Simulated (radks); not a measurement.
Results of a calculation; reference values are marked as such.
Coulomb parameter of the 4d shell of the cadmium ion Cd3+ in the model configuration [Kr] 4d8 5p1, as a second difference U = [E(n + 0.5) + E(n - 0.5) - 2 E(n)] / (0.5)^2 with all orbitals relaxed. "Bare": the charge of the atom changes with n. "Screened": the 5p shell takes up the change at fixed total charge, which measures U(4d,4d) + U(5p,5p) - 2 U(4d,5p). Level of theory: scalar-relativistic Kohn-Sham, BLYP, spin-unpolarised, spherical densities, point nucleus (a radial shooting solver on a logarithmic mesh with Libxc functionals).

case              configuration  E - E(n) (eV)
start              [Kr] 4d8 5p1          0.000
bare +0.5        [Kr] 4d8.5 5p1        -23.758
bare -0.5        [Kr] 4d7.5 5p1         27.826
screened +0.5  [Kr] 4d8.5 5p0.5        -11.962
screened -0.5  [Kr] 4d7.5 5p1.5         12.921

U(bare) = 16.274 eV, U(screened by 5p) = 3.835 eV, against the Slater integral F0(4d,4d) = 21.125 eV with frozen orbitals.
